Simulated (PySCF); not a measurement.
## Mo+ (molybdenum, charge +1) across methods

[Kr] 4d5, high-spin 6S determinant. Computed with PySCF 2.14 in x2c-QZVPPall, with the spin-free X2C one-electron Hamiltonian (Gaussian nucleus).

```
method  E (hartree)  mean ε 4p α (eV)  mean ε 4p β (eV)  mean ε 4d α (eV)  Σ⟨r²⟩ (bohr²)   ⟨S²⟩
   UHF  -4046.01026           -58.795           -50.538           -16.351          37.69  8.753
  PBE0     -4047.83           -49.486           -45.217           -12.786          38.11  8.751
 wB97X     -4048.23           -51.617           -47.591           -14.833          37.86  8.751
r2SCAN     -4048.14           -47.460           -43.531           -11.587          38.07  8.752
   PBE     -4047.75           -46.126           -43.054           -11.424          38.55  8.751
  BLYP     -4048.26           -45.888           -43.074           -11.130          38.75  8.750
   LDA     -4043.39           -46.242           -43.446           -11.552          38.66  8.750
```

(1) Estimate the same row for PW91.

Results:

(1) E (hartree) = -4048.45; mean ε 4p α (eV) = -46.193; mean ε 4p β (eV) = -43.157; mean ε 4d α (eV) = -11.479; Σ⟨r²⟩ (bohr²) = 38.55; ⟨S²⟩ = 8.751.
